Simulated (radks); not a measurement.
Values are calculated unless marked as measured or tabulated.
Problem. All-electron atom: Cd3+ in [Kr] 4d9. Level of theory: scalar-relativistic Kohn-Sham, r2SCAN, spin-polarised, spherical densities, finite nucleus; open shells are filled with parallel spins first (spin-orbit coupling, left out, can overturn this in heavy ions); meta-GGA in the generalised Kohn-Sham scheme; Fermi nuclear charge, rms radius 4.6087 fm (a radial shooting solver on a logarithmic mesh with Libxc functionals). Some entries of the table are withheld. Estimate them.

| orbital | occ. | eigenvalue (eV) | <1/r> (bohr^-1) |
|---|---|---|---|
| 1s down | 1 | -26612.29 | 50.63 |
| 1s up | 1 | -26612.29 | 50.63 |
| 2s up | 1 | -3996.397 | 11.54 |
| 2s down | 1 | -3996.072 | 11.54 |
| 2p up | 3 | -3586.708 | 11.11 |
| 2p down | 3 | -3586.467 | 11.11 |
| 3s up | 1 | -780.1260 | 4.076 |
| 3s down | 1 | -780.0514 | 4.076 |
| 3p up | 3 | -644.7086 | 3.876 |
| 3p down | 3 | -644.5976 | 3.876 |
| 3d up | 5 | -433.3136 | 3.642 |
| 3d down | 5 | -433.0710 | 3.641 |
| 4s up | 1 | -144.8910 | 1.567 |
| 4s down | 1 | -143.8194 | 1.568 |
| 4p up | 3 | -104.8167 | 1.419 |
| 4p down | 3 | -103.7160 | 1.419 |
| 4d up | 5 | (1) | 1.114 |
| 4d down | 4 | (2) | 1.111 |

Solution. 
(1) 4d up eigenvalue (eV): -46.6788
(2) 4d down eigenvalue (eV): -45.6176
